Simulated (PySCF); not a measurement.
H₆AlNO, singlet (CAM-B3LYP/def2-SVP optimised geometry):

```
9

Al    -0.630    -0.826     0.000
H     -1.376    -1.172    -1.372
H     -1.376    -1.171     1.372
O      1.105    -0.826     0.000
H      1.665    -1.604     0.005
N     -0.720     1.215     0.000
H     -0.225     1.568     0.822
H     -1.665     1.604     0.003
H     -0.230     1.569    -0.825
```

Computed with CAM-B3LYP/def2-TZVP in PySCF.

Q: What are the frontier orbital energies and the dipole moment?

A: HOMO-2 -9.98 eV, HOMO-1 -9.56 eV, HOMO -8.37 eV, LUMO 0.73 eV, LUMO+1 1.68 eV; dipole moment 4.09 D.

On the same geometry PBE/def2-TZVP in PySCF gives HOMO-2 -6.78 eV, HOMO-1 -6.54 eV, HOMO -5.57 eV, LUMO -0.86 eV, LUMO+1 0.11 eV; dipole moment 4.10 D.

Meta-Löwdin charges at CAM-B3LYP/def2-TZVP: Al1 0.62, H2 -0.21, H3 -0.21, O4 -0.83, H5 0.34, N6 -0.49, H7 0.26, H8 0.26, H9 0.26.
